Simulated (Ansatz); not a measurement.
Geometry optimisation, RKS CAM-B3LYP-D4/def2-SVP (Ansatz 0.2.0).

Input file:

```yaml
crystal:
  periodic: [false, false, false]
  atoms:
    - { symbol: C, position_ang: [-1.7143, 0.0332, 0.9228] }
    - { symbol: Si, position_ang: [-0.5057, -1.2133, 0.5055] }
    - { symbol: Si, position_ang: [-0.02, -2.44084, 2.3714] }
    - { symbol: P, position_ang: [0.82494, -1.28738, 4.04853] }
    - { symbol: H, position_ang: [-1.3972, 0.7597, 1.6624] }
    - { symbol: H, position_ang: [-2.0291, 0.6864, 0.0287] }
    - { symbol: H, position_ang: [-2.655, -0.3791, 1.2921] }
    - { symbol: H, position_ang: [0.73316, -0.61312, 0.0044] }
    - { symbol: H, position_ang: [-1.11128, -2.09996, -0.56288] }
    - { symbol: H, position_ang: [-1.28037, -3.11771, 2.90069] }
    - { symbol: H, position_ang: [0.9413, -3.54169, 2.0537] }
    - { symbol: H, position_ang: [0.72838, -2.21729, 5.04215] }
    - { symbol: H, position_ang: [-0.39604, -0.5143, 4.38683] }
basis:
  gaussian: { orbitals: def2-SVP }
hamiltonian:
  xc: cam_b3lyp
  dispersion: d4
relax:
  f_tol: 0.015
  max_steps: 40
```

Command:

```bash
$ ansatz run input.yaml --threads 2 --pin off --max-ram 3072MiB --backend cpu --events-out ev --progress --plain --runs-dir out
```

Problem. Where does it end, and by what steps?

Solution. It converged. The force dipped under the threshold on the way, but the program's further checks kept it going. After 13 steps the energy has fallen by 0.383 eV; H10 moved furthest, 0.21 Å.

| step | energy less start (eV) | largest force component (eV/Å) | accepted |
| --- | --- | --- | --- |
| 0 | 0.0000 | 2.568 | yes |
| 1 | -0.2431 | 1.077 | yes |
| 2 | -0.3635 | 0.459 | yes |
| 3 | -0.3759 | 0.209 | yes |
| 4 | -0.3810 | 0.058 | yes |
| 5 | -0.3818 | 0.038 | yes |
| 6 | -0.3821 | 0.026 | yes |
| 7 | -0.3824 | 0.006 | yes |
| 8 | -0.3826 | 0.024 | yes |
| 9 | -0.3827 | 0.027 | yes |
| 10 | -0.3829 | 0.015 | yes |
| 11 | -0.3831 | 0.017 | yes |
| 12 | -0.3831 | 0.017 | yes |
| 13 | -0.3832 | 0.012 | yes |

```xyz
13
Properties=species:S:1:pos:R:3
C -1.732 0.127 0.962
Si -0.540 -1.258 0.502
Si -0.024 -2.555 2.386
P 0.771 -1.159 3.994
H -1.289 0.789 1.721
H -1.981 0.739 0.083
H -2.670 -0.280 1.370
H 0.727 -0.686 -0.040
H -1.138 -2.129 -0.554
H -1.224 -3.316 2.843
H 1.053 -3.537 2.074
H 0.667 -2.103 5.055
H -0.503 -0.576 4.259
```

Whether the end is a true minimum wasn't checked by a vibrational analysis.

Run time: 51 s on 2 threads of Arm Neoverse V1, with other jobs on the host, peak memory 0.32 GiB.
